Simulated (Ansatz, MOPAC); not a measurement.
Molecule: AlBr, net charge 0, singlet state. SMILES: [Al][Br]
Structure (B3LYP-D3(BJ)/def2-TZVP (Ansatz, a first-principles code) minimum search):
```xyz
2

Al     0.0000     0.0000    -1.7036
Br     0.0000     0.0000     0.6328
```
Charge 0, spin multiplicity 1.

Property: vertical electron affinity to the doublet, in eV. Conventions: PM7 with its own dispersion and hydrogen-bond terms; no spin-orbit coupling; LANL2DZ with its own core potentials from Na on; open shells spin-unrestricted; 6-31G* and kin with 6d, 5d where marked; non-relativistic; each state is the SCF solution reached for its charge and spin. Ab initio and DFT rows: single points at B3LYP-D3(BJ) geometries (Ansatz). Semi-empirical rows: differences of heats of formation at the shared geometry for vertical values.

```csv
level,program,vertical electron affinity to the doublet (eV)
AM1,MOPAC,0.97
PM7,MOPAC,1.46
MNDO,MOPAC,0.06
PBE/6-31G* with LANL2DZ past Ar,Ansatz,0.01
B3LYP/3-21G,Ansatz,-0.13
B3LYP/6-31G*,Ansatz,-0.01
PBE0/def2-TZVPD,Ansatz,0.21
```

No value to compare with is used here. The 6 habitual levels span -0.13 (B3LYP/3-21G) to 1.46 eV (PM7); PBE0/def2-TZVPD gives 0.21.

The levels are drawn from those run, B3LYP/6-31G* more often than the rest, none by its result; left out are runs that failed, that the program found above a lower state of the same kind, or whose <S^2> lies over 0.5 above the pure value.
